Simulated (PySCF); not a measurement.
dichloro(silyl)silane (Cl2H4Si2), SMILES [SiH3][SiH](Cl)Cl. Heavy atoms are numbered as in [SiH3:1][SiH:2]([Cl:3])[Cl:4]. Hydrogens are named by the atom that carries them.

Coordinates come from a PBE0-D3(BJ)/def2-SVP optimisation.

Calculation: B3LYP/pcSseg-1 (PySCF).

GIAO shieldings, no solvent; atoms alike by connectivity are averaged. δ = σ(ref) − σ: ²⁹Si against TMS (σ = 338.7 ppm); ³⁵Cl against HCl (σ = 933.3 ppm); ¹H against TMS (σ = 31.68 ppm), references at their B3LYP-D3(BJ)/def2-TZVP geometries, non-relativistic (without spin–orbit terms, shifts of atoms bonded to Cl or Br come out too high).

| nucleus | atoms | count | δ (ppm) |
|---|---|---|---|
| ²⁹Si | Si2 (SiH) | 1 | 32.4 |
| ²⁹Si | Si1 (SiH3) | 1 | -95.1 |
| ³⁵Cl | Cl3 | 2 | 61.2 |
| ¹H | H on Si2 | 1 | 6.37 |
| ¹H | H on Si1 | 3 | 3.85 |
